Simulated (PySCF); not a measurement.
C₆H₁₅Ga, SMILES [CH2]([Ga]([CH2]C)[CH2]C)C (GFN2-xTB optimised geometry):

```
22

C      2.321     2.140     0.037
C      1.765     0.714     0.000
Ga    -0.313     0.714     0.000
C     -1.351    -1.086    -0.010
C     -0.393    -2.280     0.030
C     -1.352     2.514     0.000
C     -2.865     2.283     0.044
H      3.413     2.143     0.026
H      1.990     2.659     0.939
H      1.971     2.712    -0.824
H      2.139     0.196    -0.892
H      2.142     0.148     0.861
H     -2.035    -1.132     0.846
H     -1.981    -1.149    -0.906
H     -0.935    -3.227     0.012
H      0.216    -2.254     0.935
H      0.282    -2.260    -0.827
H     -1.094     3.095    -0.894
H     -1.046     3.125     0.858
H     -3.413     3.227     0.035
H     -3.189     1.694    -0.816
H     -3.144     1.737     0.947
```

Level of theory: PBE0/def2-SVP (PySCF).

Q: What are the frontier orbital energies and the dipole moment?

A: HOMO-2 -9.39 eV, HOMO-1 -6.76 eV, HOMO -6.76 eV, LUMO -0.75 eV, LUMO+1 0.72 eV; dipole moment 0.00 D.

On the same geometry PBE/def2-SVP run with PySCF gives HOMO-2 -7.92 eV, HOMO-1 -5.56 eV, HOMO -5.56 eV, LUMO -1.54 eV, LUMO+1 -0.11 eV; dipole moment 0.00 D.

Meta-Löwdin charges at PBE0/def2-SVP: C1 -0.28, C2 -0.37, Ga3 0.55, C4 -0.37, C5 -0.28, C6 -0.37, C7 -0.28, H8 0.09, H9 0.09, H10 0.09, H11 0.10, H12 0.10, H13 0.10, H14 0.10, H15 0.09, H16 0.09, H17 0.09, H18 0.10, H19 0.10, H20 0.09, H21 0.09, H22 0.09.
